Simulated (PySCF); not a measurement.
**The second ionisation energy along the noble gases**

All values are computed (PySCF 2.14, energy differences of UHF-based or UKS calculations, no spin-orbit coupling). Values in eV. The last column holds reference values (NIST; (s) semi-empirical, (t) theoretical, else measured). Unmarked ones compare directly (S terms, centres of terms, or small fine structure); those marked * lie between the lowest fine-structure levels and include a spin-orbit shift.

```csv
element,configurations,UHF,MP2 (valence),SCS-MP2 (valence),CCSD (valence),CCSD(T) (valence),reference
"Ne (pcseg-2, non-relativistic)",[He] 2s2 2p5 → [He] 2s2 2p4,39.330,40.742,40.722,40.682,40.706,40.963 *
"Ar (pcseg-2, non-relativistic)",[Ne] 3s2 3p5 → [Ne] 3s2 3p4,26.385,27.316,27.308,27.287,27.312,27.630 *
"Kr (pcseg-2, non-relativistic)",[Ar] 3d10 4s2 4p5 → [Ar] 3d10 4s2 4p4,23.255,24.068,24.064,24.072,24.100,24.360 *
```

"Valence" correlates the outer s and p shells and, in groups 3 to 12 and the f block, the outer d or f shell, open or full, or the next shell where the ion has no valence electron left; the wider scheme adds the next inner shell.
